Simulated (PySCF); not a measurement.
Coordinates in bohr (charge 0 multiplicity 4):
```
Ru    0.5218   -0.5218   -1.4687
O    -0.7514    0.7514   -4.0533
Br   -0.5241    0.5241    2.7218
```

All numbers come from UPBE0 in PySCF with Ru def2-TZVP with ECP28, O def2-TZVP, Br def2-TZVP; scalar-relativistic core potentials, no spin–orbit coupling; density-fitted integrals.

This geometry of RuOBr is a stationary point at this level.

Question: What is the point group?

Answer: Cs.

Question: Is it a minimum?

Answer: Yes: all harmonic wavenumbers are real.

Question: List the harmonic modes with their infrared intensities.

Answer: 
```json
{"symmetry": "a'", "ω (cm⁻¹)": "125", "IR (km/mol)": "8.8"}
{"symmetry": "a'", "ω (cm⁻¹)": "289", "IR (km/mol)": "27.0"}
{"symmetry": "a'", "ω (cm⁻¹)": "996", "IR (km/mol)": "122"}
```

Question: What is the atomisation energy, with and without zero-point energy?

Answer: 762 kJ/mol without, 753 kJ/mol with.

Other isomers or separated fragments may lie lower. With open d or f shells other occupations or spin states may lie lower. At this level a quartet minimum of Cs symmetry lies 5 kJ/mol below this structure.
